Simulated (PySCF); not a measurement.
Isomers of C6H8FN, one GFN2-xTB conformer each. Single-point energies are computed at PBE0/pcSseg-1 (PySCF, gas phase, no added dispersion term), electronic only.

**Question.** Rank them by PBE0/pcSseg-1 energy, lowest first (kcal/mol).
A. `[N:1]#[C:2]/[CH:3]=[CH:4]/[CH2:5][CH2:6][CH2:7][F:8]` with C3–C4–C5–C6 -124°, C4–C5–C6–C7 -177°, C5–C6–C7–F8 65°
B. `[CH3:1]/[C:2]([F:3])=[C:4](/[CH3:5])[CH2:6][C:7]#[N:8]` with C2–C4–C6–C7 74°

**Answer.** B (0.0), A (3.1).

GFN2-xTB itself gives, in the same order: 0.0, 6.7. Both levels put the same isomer lowest.

**Question.** Which frontier levels, dipoles and rotational constants go with these structures?

**Answer.** 
```csv
SMILES,"HOMO (eV, PBE0/pcSseg-1)",LUMO (eV),dipole (D),"A, B, C (MHz)"
C/C(F)=C(/C)CC#N,-7.20,0.09,3.46,"2867, 1516, 1153"
N#C/C=C/CCCF,-8.01,-1.40,4.35,"10580, 603.9, 598.9"
```

**Question.** As an exercise, what shares would exp(−E/RT) give at 1000 K from these electronic energies alone (no entropy, no degeneracies)?

**Answer.** RT = 1.987 kcal/mol: C/C(F)=C(/C)CC#N 82.7 %, N#C/C=C/CCCF 17.3 %.
